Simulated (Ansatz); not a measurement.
Ansatz (a first-principles code) input for B(I)2(Me) (CH3BI2), SMILES CB(I)I, PBE/def2-SVPD. Geometry optimised at B3LYP-D3(BJ)/def2-SVP. The def2 effective core potentials stand for the cores of I; spin–orbit coupling is left out.

Ansatz 0.2 input:
```yaml
crystal:
  periodic: [false, false, false]
  atoms:
    - {symbol: B, position_ang: [0.02692087, 0.83818397, 0.00000000]}
    - {symbol: I, position_ang: [-0.00047569, -0.25408863, 1.84769119]}
    - {symbol: I, position_ang: [-0.00047569, -0.25408863, -1.84769120]}
    - {symbol: C, position_ang: [0.00722769, 2.39605624, 0.00000000]}
    - {symbol: H, position_ang: [0.46442297, 2.83018738, -0.90160766]}
    - {symbol: H, position_ang: [-1.05639366, 2.70576286, 0.00000001]}
    - {symbol: H, position_ang: [0.46442297, 2.83018737, 0.90160766]}
basis:
  gaussian:
    orbitals: def2-SVPD
hamiltonian:
  xc: {name: PBE}
```

It prints:

```
WARN ansatz: RAYON_NUM_THREADS=1 ignored (pool sized by the plan → 1); use --threads N
Functional definition: PBE
integrals: 0.08 GiB planned
1282 factors; their error is unknown
mean field: 0.46 GiB planned
mean field evaluation 1: about -17952.7995 eV, gradient 5.6e1 eV
mean field evaluation 2: about -17927.9883 eV, gradient 1.0e2 eV
mean field evaluation 4: about -17960.5031 eV, gradient 1.4e1 eV
mean field evaluation 8: about -17961.0499 eV, gradient 1.5e-1 eV
mean field evaluation 16: about -17961.0499 eV, gradient 4.7e-5 eV
mean field -17961.04991852 eV, -660.0564100687 hartree, gradient 4.6e-5 eV, S^2 0.000000; 0 other end points of the search recorded, 0 dependent functions left out
reference -17961.04998835 eV, -660.0564126350 hartree; 32, 32 occupied and 102, 102 virtual orbitals, 1282 factors
Total energy: -17961.04998835 eV, -660.0564126350 hartree
```

The run converged.
